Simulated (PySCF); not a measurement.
## Spinor energies of Tm⁴⁺ (thulium, charge +4)

Start: [Xe] 4f11; 4f5/2 filled at m_j = -5/2, -3/2, -1/2, +1/2, +3/2, +5/2; 4f7/2 filled at m_j = -1/2, +1/2, +3/2, +5/2, +7/2. Calculated with PySCF 2.14 in x2c-SVPall-2c: generalised Hartree-Fock with the X2C-1e Hamiltonian and a Gaussian nucleus; one run each with spin-orbit coupling (SO) switched off, then screened by Boettger's factors.

```csv
spinor shell,electrons,"ε, spin-free (eV)","ε, screened SO (eV)",weight of nominal j (screened SO),"rms radius, screened SO (bohr)"
1s1/2,2,-59746.6,-59732.3,1.000,0.0227
2s1/2,2,-10259.2,-10254.7,1.000,0.0918
2p1/2,2,-9063.3,-9758.8,1.000,0.0783
2p3/2,4,-9063.3,-8772.9,1.000,0.0852
3s1/2,2,-2407.8,-2406.3,1.000,0.235
3p1/2,2,-2038.8,-2188.3,1.000,0.227
3p3/2,4,-2038.8,-1975.3,1.000,0.241
3d3/2,4,-1579.8,-1607.3,0.999,0.214
3d5/2,6,-1579.8,-1560.1,1.000,0.218
4s1/2,2,-548.20,-547.76,1.000,0.529
4p1/2,2,-424.00,-459.32,0.998,0.541
4p3/2,4,-424.00,-408.83,0.999,0.572
4d3/2,4,-255.37,-263.46,0.959,0.606
4d5/2,6,-255.37,-249.63,0.972,0.617
5s1/2,2,-113.77,-113.70,1.000,1.29
5p1/2,2,-79.923,-85.250,0.995,1.40
5p3/2,4,-79.923,-77.651,0.997,1.49
4f5/2,6,-71.536,-72.670,0.726,0.772
4f7/2,5,-71.536,-70.014,0.723,0.784
```

| quantity | spin-free | screened SO |
| --- | --- | --- |
| E (hartree) | -13554.03498 | -13565.99605 |
| M_J | 15/2 | 15/2 |
| ⟨J²⟩ | 63.753 | 63.754 |
| ⟨L²⟩ | 42.002 | 42.478 |
| ⟨S²⟩ | 3.752 | 3.760 |

Each row is a mean over spinors that exchange with the open shell spreads, by up to 15.866 eV (4d5/2).

Rows whose weight is well below 1 are mixtures of j = l ± 1/2: exchange outweighs spin-orbit coupling there, and the label is only the starting occupation.

Breit and QED terms are absent; they matter most for the inner s and p1/2 levels.

Densities and radii are taken from the X2C orbitals without a picture-change correction, which distorts them close to the nucleus.

Without spin-orbit coupling the j labels of p, d and f shells carry no meaning; the spin-free column gives the mean over the occupied spinors of each nl shell.
